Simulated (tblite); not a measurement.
Compound: C₃H₉BrOSi₂.
Numbering: `[CH2:1]=[C:2]([CH3:3])[SiH2:4][O:5][SiH2:6][Br:7]` (hydrogens: H8, H9 on C1; H10, H11, H12 on C3; H13, H14 on Si4; H15, H16 on Si6)

Computed with GFN2-xTB (tblite), gas phase: L-BFGS steps from a force-field or distance-geometry start until the largest atomic force falls under 0.01 eV/Å.

The end geometry, which sets the zero of energy:
```
atom  x, y, z in Å
C1     -1.1124   -0.6089    1.4640
C2     -1.2777   -0.0462    0.2740
C3     -2.6307    0.3666   -0.2169
Si4     0.1395    0.2841   -0.9174
O5      1.4982   -0.2146   -0.1638
Si6     3.0736   -0.2920    0.1091
Br7     4.0811    0.9611   -1.3921
H8     -1.9384   -0.7953    2.1348
H9     -0.1389   -0.9088    1.8155
H10    -2.6423    1.4348   -0.4269
H11    -2.8625   -0.1490   -1.1476
H12    -3.4062    0.1435    0.5131
H13     0.3049    1.7086   -1.2099
H14     0.0561   -0.5206   -2.1371
H15     3.3415    0.3027    1.4042
H16     3.5066   -1.6573   -0.1145
```

Task: These geometries come from the run, each turned onto the end geometry. Order them by energy, lowest first.
A.
```
atom  x, y, z in Å
C1     -0.8785   -0.4499    1.5093
C2     -1.0855   -0.0239    0.2676
C3     -2.4894    0.1876   -0.1908
Si4     0.1888    0.3904   -1.0303
O5      1.4684   -0.6429   -0.9642
Si6     2.7428   -0.4142    0.0051
Br7     4.1617    0.8299   -1.0586
H8     -1.7120   -0.6425    2.1782
H9      0.0977   -0.6444    1.9198
H10    -2.6233    1.1761   -0.6293
H11    -2.7519   -0.5503   -0.9492
H12    -3.1894    0.0804    0.6350
H13     0.8057    1.6824   -0.7673
H14    -0.3754    0.3232   -2.3730
H15     2.2447    0.3615    1.0970
H16     3.3880   -1.6548    0.3392
```
B.
```
atom  x, y, z in Å
C1     -1.0631   -0.5606    1.4663
C2     -1.2651   -0.0317    0.2661
C3     -2.6356    0.3391   -0.2101
Si4     0.1255    0.3024   -0.9571
O5      1.4977   -0.2552   -0.2729
Si6     3.0476   -0.3164    0.1214
Br7     4.1470    0.9232   -1.3259
H8     -1.8676   -0.7596    2.1590
H9     -0.0738   -0.8207    1.8061
H10    -2.7064    1.4187   -0.3349
H11    -2.8337   -0.1131   -1.1801
H12    -3.4010    0.0181    0.4925
H13     0.3148    1.7308   -1.2178
H14    -0.0155   -0.4751   -2.1884
H15     3.2356    0.2940    1.4239
H16     3.4860   -1.6853   -0.0597
```
C.
```
atom  x, y, z in Å
C1     -0.9725   -0.5094    1.4452
C2     -1.2449   -0.0148    0.2450
C3     -2.6507    0.2543   -0.1956
Si4     0.0932    0.4247   -1.0055
O5      1.5201   -0.0735   -0.4007
Si6     2.9992   -0.3558    0.1361
Br7     4.3871    0.7688   -1.1486
H8     -1.7420   -0.7479    2.1641
H9      0.0412   -0.7012    1.7567
H10    -2.7574    1.2990   -0.4829
H11    -2.8868   -0.3502   -1.0699
H12    -3.3683    0.0290    0.5904
H13     0.2116    1.8691   -1.2027
H14    -0.0567   -0.3147   -2.2586
H15     3.1316    0.1942    1.4714
H16     3.2878   -1.7629   -0.0561
```
D.
```
atom  x, y, z in Å
C1     -0.8592   -0.4589    1.4727
C2     -1.1720   -0.0338    0.2568
C3     -2.5753    0.2014   -0.2058
Si4     0.1127    0.4387   -1.0323
O5      1.4396   -0.4327   -0.6873
Si6     2.8222   -0.4090    0.1169
Br7     4.2125    0.7876   -1.0991
H8     -1.6090   -0.6738    2.2197
H9      0.1668   -0.6277    1.7684
H10    -2.6534    1.2035   -0.6243
H11    -2.8265   -0.5163   -0.9855
H12    -3.2983    0.0964    0.5949
H13     0.4034    1.8668   -0.9047
H14    -0.1085    0.0476   -2.4117
H15     2.7174    0.3195    1.3756
H16     3.2198   -1.8006    0.1343
```
E.
```
atom  x, y, z in Å
C1     -0.8684   -0.4436    1.4899
C2     -1.0834   -0.0155    0.2658
C3     -2.5000    0.1850   -0.1733
Si4     0.2382    0.3571   -1.0033
O5      1.4480   -0.8090   -1.0253
Si6     2.7163   -0.3826   -0.0419
Br7     4.2470    0.8771   -1.0989
H8     -1.7467   -0.6112    2.1019
H9      0.1090   -0.6285    1.9198
H10    -2.6154    1.1741   -0.6213
H11    -2.7185   -0.5693   -0.9343
H12    -3.1907    0.0765    0.6768
H13     0.8395    1.6908   -0.7551
H14    -0.4271    0.3648   -2.2958
H15     2.1513    0.3538    1.1057
H16     3.3934   -1.6108    0.3778
```

Result: B (0.003 eV), C (0.011 eV), D (0.075 eV), A (0.357 eV), E (0.669 eV).

In the order of the answer:

```json
{"step": "106", "E above end (eV)": "0.003", "largest force (eV/Å)": "0.03", "rms force component (eV/Å)": "0.010", "rms distance from end (Å)": "0.083", "rms bond change (Å)": "0.001", "bond most changed (Å)": "C2–Si4 +0.001"}
{"step": "70", "E above end (eV)": "0.011", "largest force (eV/Å)": "0.05", "rms force component (eV/Å)": "0.014", "rms distance from end (Å)": "0.224", "rms bond change (Å)": "0.001", "bond most changed (Å)": "Si4–O5 -0.004"}
{"step": "19", "E above end (eV)": "0.075", "largest force (eV/Å)": "0.24", "rms force component (eV/Å)": "0.074", "rms distance from end (Å)": "0.387", "rms bond change (Å)": "0.005", "bond most changed (Å)": "Si4–H14 -0.013"}
{"step": "6", "E above end (eV)": "0.357", "largest force (eV/Å)": "0.66", "rms force component (eV/Å)": "0.189", "rms distance from end (Å)": "0.549", "rms bond change (Å)": "0.013", "bond most changed (Å)": "Si6–Br7 -0.034"}
{"step": "1", "E above end (eV)": "0.669", "largest force (eV/Å)": "1.80", "rms force component (eV/Å)": "0.381", "rms distance from end (Å)": "0.588", "rms bond change (Å)": "0.026", "bond most changed (Å)": "O5–Si6 +0.060"}
```

The cost below is that of the whole relaxation. Hardware: one thread, Arm Neoverse V1 (aarch64), no GPU, shared host with 32 logical CPUs at a one-minute load of 6.5. Cost: 1.1 s.
